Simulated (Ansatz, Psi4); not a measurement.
The Psi4 input:
```
memory 2 GB

molecule {
0 1
C    -2.08539302   -0.43002418    0.05735758
Si   -0.22565362   -0.04653152    0.00620648
Cl    0.68040569   -1.19502435   -1.39062803
Cl    0.06775652    1.90072752   -0.45554951
Cl    0.60976201   -0.42568869    1.80882858
H    -2.26630565   -1.46926637    0.31744164
H    -2.59468576    0.18660249    0.79274175
H    -2.55221147   -0.24599592   -0.90628735
}

set {
  basis sto-3g
  freeze_core true
  mp2_type conv
  scf_type pk
  puream true
  d_convergence 1e-8
}

energy('ccsd(t)')
print_variables()
```

Convert this to an input for Ansatz (a first-principles code).

This is not unique; one that fits is 
Ansatz 0.2 input:
```yaml
crystal:
  periodic: [false, false, false]
  atoms:
    - {symbol: C, position_ang: [-2.08539302, -0.43002418, 0.05735758]}
    - {symbol: Si, position_ang: [-0.22565362, -0.04653152, 0.00620648]}
    - {symbol: Cl, position_ang: [0.68040569, -1.19502435, -1.39062803]}
    - {symbol: Cl, position_ang: [0.06775652, 1.90072752, -0.45554951]}
    - {symbol: Cl, position_ang: [0.60976201, -0.42568869, 1.80882858]}
    - {symbol: H, position_ang: [-2.26630565, -1.46926637, 0.31744164]}
    - {symbol: H, position_ang: [-2.59468576, 0.18660249, 0.79274175]}
    - {symbol: H, position_ang: [-2.55221147, -0.24599592, -0.90628735]}
basis:
  gaussian:
    orbitals: STO-3G
magnetization: {spin_polarized: false}
correlation: {method: ccsd_t, electrons: outside_noble_gas}
accuracy: high
```

Both were run: Psi4 gave -1688.806736 Eh and Ansatz -1688.806736 Eh, 0.000 mEh apart.
